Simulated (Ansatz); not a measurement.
Steps of a relaxation of C$_{2}$H$_{7}$AlSSi (`[AlH2][SiH]1CSC1`) with RKS PBE0-D4/def2-TZVP.

```sh
$ ansatz run in.yaml --threads 4 --pin off --events-out ev --progress --plain --max-ram 10444MiB
```

```yaml
crystal:
  periodic: [false, false, false]
  atoms:
    - {symbol: Al, position_ang: [-1.065508, 0.678221, 1.480258]}
    - {symbol: Si, position_ang: [-0.735503, -0.809922, -0.447156]}
    - {symbol: C, position_ang: [1.081099, -1.053662, 0.201738]}
    - {symbol: S, position_ang: [1.152060, 0.814406, 0.211305]}
    - {symbol: C, position_ang: [0.095234, 0.711911, -1.327207]}
    - {symbol: H, position_ang: [-1.800975, 2.086229, 1.241623]}
    - {symbol: H, position_ang: [-0.709824, 0.127079, 2.946406]}
    - {symbol: H, position_ang: [-1.328489, -1.897670, -1.320881]}
    - {symbol: H, position_ang: [1.856361, -1.425729, -0.500002]}
    - {symbol: H, position_ang: [1.252283, -1.462627, 1.216766]}
    - {symbol: H, position_ang: [0.763468, 0.531525, -2.194840]}
    - {symbol: H, position_ang: [-0.483206, 1.645039, -1.473909]}
basis:
  gaussian: {orbitals: def2-TZVP}
hamiltonian: {xc: pbe0, dispersion: d4}
relax: {f_tol: 0.005, max_steps: 150}
```

Positions (Å) and forces (eV/Å) along the path, 5 of 5 steps:

```xyz
12
step=1 energy=-27486.6910 eV
Al   -1.066    0.678    1.480    0.133    0.019   -0.067
Si   -0.736   -0.810   -0.447    0.554    0.258   -0.059
C     1.081   -1.054    0.202    0.173    0.088    0.081
S     1.152    0.814    0.211   -0.601   -0.681   -0.398
C     0.095    0.712   -1.327    0.130    0.164    0.015
H    -1.801    2.086    1.242    0.077   -0.164    0.036
H    -0.710    0.127    2.946   -0.050    0.065   -0.164
H    -1.328   -1.898   -1.321    0.114    0.222    0.182
H     1.856   -1.426   -0.500   -0.408    0.213    0.349
H     1.252   -1.463    1.217   -0.098    0.235   -0.537
H     0.763    0.532   -2.195   -0.333    0.078    0.465
H    -0.483    1.645   -1.474    0.311   -0.497    0.096
12
step=2 energy=-27486.7474 eV
Al   -1.052    0.675    1.467    0.030    0.009   -0.010
Si   -0.725   -0.801   -0.444    0.250    0.082   -0.067
C     1.075   -1.053    0.201    0.004    0.225   -0.009
S     1.132    0.801    0.208   -0.246   -0.326   -0.218
C     0.092    0.708   -1.324    0.128    0.001    0.183
H    -1.790    2.069    1.238    0.012   -0.012   -0.001
H    -0.709    0.129    2.925    0.003    0.004   -0.016
H    -1.318   -1.878   -1.305    0.018    0.048    0.044
H     1.843   -1.413   -0.494   -0.125    0.049    0.097
H     1.246   -1.453    1.205   -0.045    0.060   -0.157
H     0.759    0.530   -2.177   -0.105    0.015    0.126
H    -0.477    1.632   -1.467    0.075   -0.155    0.028
12
step=3 energy=-27486.7576 eV
Al   -1.047    0.673    1.463   -0.008   -0.002    0.000
Si   -0.718   -0.800   -0.448   -0.001    0.012    0.014
C     1.070   -1.041    0.198    0.023    0.037    0.046
S     1.123    0.795    0.208   -0.060   -0.078   -0.051
C     0.096    0.703   -1.313    0.013    0.052    0.035
H    -1.780    2.067    1.230   -0.002    0.007    0.005
H    -0.698    0.126    2.917    0.001    0.002    0.008
H    -1.312   -1.875   -1.305   -0.001   -0.008   -0.008
H     1.834   -1.402   -0.493    0.019   -0.020   -0.012
H     1.230   -1.443    1.196    0.019   -0.027    0.019
H     0.758    0.525   -2.163    0.008   -0.001   -0.028
H    -0.478    1.616   -1.455   -0.010    0.025   -0.026
12
step=4 energy=-27486.7582 eV
Al   -1.050    0.673    1.463   -0.005   -0.006   -0.002
Si   -0.716   -0.800   -0.449   -0.027   -0.011    0.004
C     1.072   -1.043    0.200   -0.013    0.026   -0.018
S     1.119    0.791    0.204    0.025    0.021    0.008
C     0.095    0.706   -1.316    0.015   -0.022    0.022
H    -1.781    2.069    1.234    0.001    0.000   -0.002
H    -0.699    0.129    2.919    0.002   -0.001    0.000
H    -1.309   -1.874   -1.306   -0.003   -0.006   -0.005
H     1.836   -1.407   -0.490    0.007   -0.007   -0.003
H     1.233   -1.446    1.199   -0.002    0.001    0.004
H     0.755    0.528   -2.167    0.003    0.001   -0.010
H    -0.479    1.620   -1.458   -0.003    0.003    0.002
12
step=5 energy=-27486.7583 eV
Al   -1.050    0.672    1.464    0.003    0.001   -0.001
Si   -0.718   -0.800   -0.448    0.004    0.000   -0.003
C     1.071   -1.042    0.200    0.000   -0.001   -0.001
S     1.121    0.792    0.205   -0.001    0.002    0.002
C     0.096    0.705   -1.314    0.000   -0.001   -0.001
H    -1.781    2.069    1.234   -0.001    0.001    0.000
H    -0.698    0.128    2.918    0.000   -0.001    0.001
H    -1.310   -1.875   -1.307   -0.001    0.000    0.001
H     1.835   -1.407   -0.491   -0.001    0.000    0.001
H     1.233   -1.445    1.199    0.000   -0.001    0.001
H     0.755    0.527   -2.167   -0.001    0.000    0.000
H    -0.477    1.620   -1.458   -0.001    0.000   -0.001
```

Run time 27 s (4 threads of a server CPU on a shared host); peak host memory 0.69 GiB.
